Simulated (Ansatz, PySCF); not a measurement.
C2H3ClFGa, SMILES C=[CH][Ga]([F])[Cl]. Atoms are numbered in the order given.

```xyz
8

Ga    -0.1606    -0.3506     0.1772
F     -0.6486    -1.1693     1.6429
Cl     0.5520     1.6384     0.4878
C     -0.2303    -1.1267    -1.5800
C      0.1918    -0.4042    -2.6261
H     -0.6047    -2.1446    -1.7369
H      0.1763    -0.7995    -3.6495
H      0.5729     0.6172    -2.5055
```

Coordinates come from a ωB97X-D3(BJ)/def2-SVP optimisation. The structure was generated by enumeration; whether it is a known compound was not checked. Other conformers were not sampled.

Two levels are set side by side: PBE-D3(BJ)/def2-SVP (Ansatz, a first-principles code) and ωB97X-D3(BJ)/def2-SVP (PySCF). Each level has its own optimised geometry; the coordinates shown are those of the second. Frequencies come from the Hessian of PySCF at each geometry. Differences are taken from unrounded values.

```csv
quantity,ωB97X-D3(BJ),PBE-D3(BJ),PBE-D3(BJ) minus ωB97X-D3(BJ)
mean bond length (Å),1.491,1.503,0.012
bond Ga1–F2 (Å),1.748,1.765,0.017
bond Ga1–Cl3 (Å),2.135,2.158,0.023
bond Ga1–C4 (Å),1.922,1.938,0.016
bond C4–C5 (Å),1.340,1.348,0.008
bond C4–H6 (Å),1.096,1.104,0.008
bond C5–H7 (Å),1.097,1.105,0.008
bond C5–H8 (Å),1.097,1.104,0.007
highest harmonic wavenumber (cm⁻¹),3244,3143,-101
mean harmonic wavenumber (cm⁻¹),1122,1073,-48
zero-point energy (kcal/mol),28.86,27.61,-1.25
```

GGA bonds tend to be longer and softer than those of functionals with exact exchange. Differences between two approximate levels are no errors against the true value.
